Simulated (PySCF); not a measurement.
# Diatomics of O with group 15

PBE with double-zeta basis sets in PySCF, for the lowest determinant that a PBE0 search found; no spin–orbit coupling. De refers to high-spin ground-configuration atoms. A positive dipole means M(−)O(+).

| M | basis | state (unpaired electrons) | Re (Å) | ωe (cm⁻¹) | De (eV) | μ (D) |
| --- | --- | --- | --- | --- | --- | --- |
| N | aug-cc-pVDZ | doublet (π ↑) | 1.166 | 1892 | 7.35 | 0.20 |
| P | def2-SVP | doublet (π ↑) | 1.517 | 1181 | 6.32 | -1.85 |
| As | cc-pVDZ-PP/cc-pVDZ | doublet (π ↑) | 1.664 | 919 | 5.16 | -2.38 |
| Sb | x2c-SVPall | doublet (π ↑) | 1.862 | 804 | 4.52 | -3.07 |

The shortest bond is that of NO (1.166 Å), the longest that of SbO (1.862 Å). NO is bound most strongly (7.35 eV) and SbO least (4.52 eV).

The rows differ in basis set, which adds steps of its own.

Down a group the atoms grow and get heavier, so bonds lengthen and wavenumbers fall; this series shows no clear exception.

These are scalar-relativistic numbers at best; spin–orbit coupling would shift them, the dissociation energy most. States were picked by a PBE0 search and need not be the measured ground states.
